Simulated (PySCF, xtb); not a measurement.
C₄H₇F, SMILES CC/C=C\F. Other conformers were not sampled.

Harmonic wavenumbers (cm⁻¹) from GFN2-xTB (xtb) at its own minimum, in rising order: 53, 193, 235, 283, 483, 636, 777, 834, 872, 919, 1017, 1068, 1088, 1139, 1221, 1246, 1287, 1342, 1411, 1473, 1499, 1503, 1729, 2952, 3003, 3034, 3039, 3043, 3078, 3094.

Q: What does PBE-D3(BJ)/def2-SVP (PySCF) give at its own minimum? (An estimate is asked for; the answer gives what the named calculation found.)

A: 59, 198, 250, 284, 503, 657, 749, 780, 867, 894, 1012, 1020, 1051, 1130, 1214, 1244, 1278, 1343, 1365, 1407, 1419, 1430, 1703, 2958, 2969, 3030, 3058, 3065, 3099, 3126. Paired by order, the mean absolute difference is 24 cm⁻¹ and the zero-point energies are 62.3 and 61.7 kcal/mol.
